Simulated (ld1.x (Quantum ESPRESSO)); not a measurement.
**What the settings do to the TM semilocal potential of Fe**

Base potential:

* Element: iron
* Generator: ld1.x (Quantum ESPRESSO) 7.5
* Type: norm-conserving Troullier–Martins (semilocal form)
* Functional: PBE
* Relativity: non-relativistic
* Frozen core: [Ne]
* Valence charge: 16
* Reference configuration: 3s2 3p6 3d6 4s2 4p0
* Partial waves: 3s (bound): rc 0.75 bohr; 3d (bound): rc 0.80 bohr; 3p (bound): rc 0.75 bohr
* Local potential: the p channel
* Core correction: none

Occupied shells without a wave of their own: 4s. They enter only through the test configuration that unscreens the potential.

Cutoffs, loose and tight: the cutoffs (Ry, on a coarse ladder) from which the occupation-weighted sum of valence levels, in a spherical-Bessel basis at the reference potential, stays within 10 and 1 mRy of its value at 400 Ry. They do not see the model core or the augmentation charge, which bear on the density cutoff. Test errors are all-electron minus pseudo excitation energies from the reference, over the configurations 3s2 3p6 3d6 4s1 4p0; 3s2 3p6 3d6 4s0 4p0; 3s2 3p6 3d5 4s0 4p0; 3s2 3p6 3d6 4s0 4p1; 3s2 3p6 3d6 4s0 4p2; 3s2 3p5 3d6 4s2 4p0; 3s2 3p6 3d6.5 4s1.5 4p0. A dash means not determined; rows that change the core or the reference have their own tests.

A semilocal file is local in each channel, so a ghost entry of none says nothing of the separable form that plane-wave codes build from it.

| change | outcome | cutoff, loose | cutoff, tight | bound ghosts | largest test error (meV) |
| --- | --- | --- | --- | --- | --- |
| base | generated | 300 Ry | over 300 Ry | none | -220 |
| all radii scaled by about 0.86 (s 0.64, p 0.64, d 0.70 bohr) | generated | over 300 Ry | over 300 Ry | none | -300 |
| all radii scaled by about 1.09 (s 0.82, p 0.82, d 0.86 bohr) | generated | 260 Ry | over 300 Ry | none | -261 |
| all radii scaled by about 1.15 (s 0.86, p 0.86, d 0.92 bohr) | generated | 230 Ry | over 300 Ry | none | -325 |
| all radii scaled by about 1.29 (s 0.96, p 0.96, d 1.04 bohr) | generated | 180 Ry | 300 Ry | none | -687 |

Question: What comes out with this change to the base: all radii scaled by about 0.79 (s 0.60, p 0.60, d 0.62 bohr)?

Answer: outcome: generated; cutoff, loose: over 300 Ry; cutoff, tight: over 300 Ry; bound ghosts: none; largest test error (meV): -376.

Question: What comes out with this change to the base: all radii scaled by about 1.38 (s 1.04, p 1.04, d 1.10 bohr)?

Answer: outcome: generated, misses its reference levels by 0.21 eV; cutoff, loose: 180 Ry; cutoff, tight: 260 Ry; bound ghosts: none; largest test error (meV): -1116.

Reading the sweep of the scale of all radii (base = 1) (base included, trends over the rows without a ghost): The loose cutoff falls from 300 Ry at 1 to 180 Ry at 1.38. A larger radius leaves more room for a smooth pseudo-wave, so fewer plane waves are needed; a smaller one forces it to follow the all-electron wave where it bends sharply. The median size of the test errors (rows with all tests solved) is not monotonic: lowest 81.7 meV at 1, highest 458.7 meV at 1.38.
